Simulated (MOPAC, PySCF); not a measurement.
C5H11F3O3Sn, SMILES `[O](C)[Sn]([CH2]C(F)(F)F)([O]C)[O]C`, neutral singlet in the gas phase. In the def2 sets core potentials replace the inner electrons of Sn.

Cartesian coordinates (Å):
```xyz
23

C      3.2300     0.2601    -0.1480
O      2.1198    -0.1467    -0.9064
Sn     0.3377    -0.2973    -0.0821
C     -0.8962    -1.1744    -1.6056
C     -2.3505    -0.8682    -1.4174
F     -2.7574    -1.1776    -0.1757
F     -2.6104     0.4318    -1.6063
F     -3.1218    -1.5517    -2.2658
O      0.5210    -1.4133     1.5277
C     -0.3367    -1.2463     2.6294
O     -0.2398     1.4537     0.6274
C     -0.3587     2.5818    -0.1976
H      3.4082    -0.3902     0.7277
H      3.1368     1.3002     0.2177
H      4.1243     0.2117    -0.7909
H     -0.5590    -0.8200    -2.5885
H     -0.7434    -2.2610    -1.5493
H     -1.3677    -1.5855     2.4153
H     -0.3911    -0.1982     2.9740
H      0.0511    -1.8585     3.4602
H     -0.6526     3.4393     0.4301
H      0.5908     2.8491    -0.6997
H     -1.1344     2.4613    -0.9764
```
Charge 0, spin multiplicity 1.

All levels are single points at this geometry (PBE0-D3(BJ)/def2-SVP); Pople sets use spherical d functions. Orbital energies aren't observables, and empty levels follow the basis.

PM3 in MOPAC gives HOMO (eV) = -10.93.

Estimate the HOMO (eV) from each of these levels: CAM-B3LYP-D3(BJ)/def2-SVP in PySCF; PBE-D3(BJ)/def2-SVP in PySCF; PBE0-D3(BJ)/def2-SVP in PySCF; B3LYP/6-31G* (LANL2DZ on Sn) in PySCF; PBE/6-31G* (LANL2DZ on Sn) in PySCF; HF/6-31G* (LANL2DZ on Sn) in PySCF; AM1 in MOPAC; PM6 in MOPAC; PM7 in MOPAC.


```json
[
 {"level": "CAM-B3LYP-D3(BJ)/def2-SVP in PySCF", "HOMO (eV)": "-9.10"},
 {"level": "PBE-D3(BJ)/def2-SVP in PySCF", "HOMO (eV)": "-6.02"},
 {"level": "PBE0-D3(BJ)/def2-SVP in PySCF", "HOMO (eV)": "-7.70"},
 {"level": "B3LYP/6-31G* (LANL2DZ on Sn) in PySCF", "HOMO (eV)": "-7.26"},
 {"level": "PBE/6-31G* (LANL2DZ on Sn) in PySCF", "HOMO (eV)": "-5.85"},
 {"level": "HF/6-31G* (LANL2DZ on Sn) in PySCF", "HOMO (eV)": "-11.66"},
 {"level": "AM1 in MOPAC", "HOMO (eV)": "-10.10"},
 {"level": "PM6 in MOPAC", "HOMO (eV)": "-10.46"},
 {"level": "PM7 in MOPAC", "HOMO (eV)": "-10.08"}
]
```
